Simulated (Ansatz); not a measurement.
A nudged elastic band was laid between two geometries of Cl₂GeH₂O (6 atoms, charge 0, multiplicity 1).

These are results of Ansatz, RHF/def2-SVP, not measurements.

```json
{
  "movable images": "7",
  "climbing image": "yes",
  "spring": "5.0 eV/Å²",
  "optimiser": "quadratic models (default)",
  "start path": "through a guess of the saddle point",
  "force threshold": "0.05 eV/Å",
  "iteration limit": "60",
  "end points": "relaxed"
}
```

Initial state:

```xyz
6
Properties=species:S:1:pos:R:3
Ge 0.282 -0.038 -0.021
Cl 0.428 0.071 2.118
H 1.648 0.013 -0.659
O -0.665 1.294 -0.603
H -1.555 1.385 -0.298
Cl -0.718 -1.879 -0.490
```

Final state:

```xyz
6
Properties=species:S:1:pos:R:3
Ge -0.225 0.033 -1.286
Cl 1.670 0.064 1.770
H 2.808 -0.074 1.215
O -1.271 1.340 -0.771
H -2.076 1.147 -0.308
Cl -1.486 -1.664 -0.575
```

Q: Which bonds break or form, and what moves?

A: Bonds broken: Ge1–Cl2, Ge1–H3. Bonds formed: Cl2–H3. Cl2GeH2O becomes ClGeHO + ClH.

Q: Give the energies along the band, and the barrier.

A: The forces met the threshold. The highest image is number 3 of 0 to 8, 3.11 eV above the first end and 1.91 eV above the last; the last end lies 1.21 eV above the first. Neighbouring images differ by up to 1.6 eV, so the band resolves the path poorly. A vibrational analysis at the climbing image gives one clearly imaginary mode, 1509i cm⁻¹: a first-order saddle point. The orbitals stay closed-shell, which can raise the energy where a bond breaks towards radicals; this wasn't checked here.

```tsv
image	path coordinate (Å)	energy (eV)	Ge1–Cl2 (Å)	Ge1–H3 (Å)	Cl2–H3 (Å)
0	0.00	0.00	2.15	1.51	3.03
1	0.52	0.21	2.16	1.50	2.72
2	1.04	1.56	2.30	1.49	2.19
3	1.55	3.11	2.59	1.62	1.72
4	1.99	2.02	2.82	2.00	1.34
5	2.42	1.45	3.18	2.52	1.27
6	2.85	1.28	3.38	3.01	1.27
7	3.28	1.22	3.49	3.51	1.27
8	3.71	1.21	3.60	3.93	1.27
```

Q: What is the geometry of the highest image?

A: 
```xyz
6
Properties=species:S:1:pos:R:3
Ge 0.240 -0.006 -0.483
Cl 1.131 0.009 1.953
H 1.645 0.029 0.315
O -0.826 1.346 -0.631
H -1.756 1.219 -0.499
Cl -1.013 -1.750 -0.608
```

Time of the run: 6.7 min on 1 thread of Arm Neoverse N1, with other jobs on the host, peak memory 0.2 GiB.
